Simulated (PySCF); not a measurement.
Isomers of C8H13NO, from PBE0-D3(BJ)/def2-SVP geometry optimisation, gas phase in PySCF. One conformer each, no zero-point energy, no frequencies.

Task: Which isomer lies lower at this level?
A. `[CH2:1]=[CH:2][C:3](=[O:4])[N:5]([CH2:6][CH3:7])[CH:8]1[CH2:9][CH2:10]1` with C1–C2–C3–O4 -3°, C2–C3–N5–C6 171°, C3–N5–C6–C7 -103°, C3–N5–C8–C9 -67°: A = 1678, B = 1137, C = 750.0 MHz, dipole 3.45 D
B. `[CH2:1]=[C:2](/[CH:3]=[N:4]/[C:5]([CH3:6])=[O:7])[CH:8]([CH3:9])[CH3:10]` with C1–C2–C3–N4 176°, C3–N4–C5–C6 142°, C1–C2–C8–C9 105°: A = 2517, B = 661.2, C = 599.7 MHz, dipole 2.70 D

Result: B. That is `C=C(/C=N/C(C)=O)C(C)C`, 8.8 kcal/mol below the other.

```
               SMILES                                                             mapped SMILES      E (Eh)  relative (kcal/mol)  relative (kJ/mol)  dipole (D)
C=C(/C=N/C(C)=O)C(C)C  [CH2:1]=[C:2](/[CH:3]=[N:4]/[C:5]([CH3:6])=[O:7])[CH:8]([CH3:9])[CH3:10]  -441.80885                  0.0                0.0        2.70
   C=CC(=O)N(CC)C1CC1   [CH2:1]=[CH:2][C:3](=[O:4])[N:5]([CH2:6][CH3:7])[CH:8]1[CH2:9][CH2:10]1  -441.79485                  8.8               36.8        3.45
```

As drawn, the lower has a C=N bond, which the higher lacks; the higher has a three-membered ring, which the lower lacks.
